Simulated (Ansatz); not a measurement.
Ru2Br6. Charge 0, multiplicity 5. Geometry PBE-D4/def2-SVP.

```csv
atom,x (Å),y (Å),z (Å)
Ru1,0.086,-0.719,0.841
Ru2,-0.086,0.719,-0.842
Br3,-1.915,-0.004,-2.166
Br4,2.241,-1.695,0.681
Br5,-0.182,0.536,2.835
Br6,-1.644,-2.314,0.549
Br7,-0.468,2.850,0.125
Br8,1.967,0.627,-2.024
```

In the def2 sets Ru takes a core potential, while STO-3G treats all electrons; there is no spin–orbit coupling. At HF/STO-3G the charge 0 quintet is spin-contaminated (final ⟨S²⟩ up to 7.53, 6.00 for a pure state). The structure comes from a short search, and lower isomers may exist.

**Question.** Estimate the α-spin orbital energies around the gap (eV) in Ansatz with HF/STO-3G, LDA (SPW92)/def2-SVP, PBE-D4/def2-SVP, BLYP-D4/def2-SVP, PBE0-D4/def2-SVP.

**Answer.** 
```
orbital  HF/STO-3G  LDA (SPW92)/def2-SVP  PBE-D4/def2-SVP  BLYP-D4/def2-SVP  PBE0-D4/def2-SVP
 HOMO−5      -9.72                 -7.64            -7.50             -7.24             -8.95
 HOMO−4      -9.36                 -7.63            -7.50             -7.24             -8.95
 HOMO−3      -8.77                 -6.18            -6.13             -5.89             -7.79
 HOMO−2      -8.77                 -6.18            -6.13             -5.89             -7.79
 HOMO−1      -8.32                 -6.18            -6.07             -5.82             -7.43
   HOMO      -8.32                 -6.18            -6.07             -5.82             -7.43
   LUMO       0.68                 -5.21            -5.08             -4.83             -4.98
 LUMO+1       1.81                 -5.07            -4.95             -4.70             -4.92
 LUMO+2       1.81                 -5.07            -4.95             -4.70             -4.92
 LUMO+3       3.43                 -2.54            -2.27             -1.98             -1.65
 LUMO+4       8.85                 -0.12             0.10              0.25              0.70
 LUMO+5       9.23                  0.20             0.44              0.58              1.13
 β HOMO      -8.69                 -7.33            -7.16             -6.92             -8.37
 β LUMO       0.36                 -5.58            -5.38             -5.16             -4.88
```
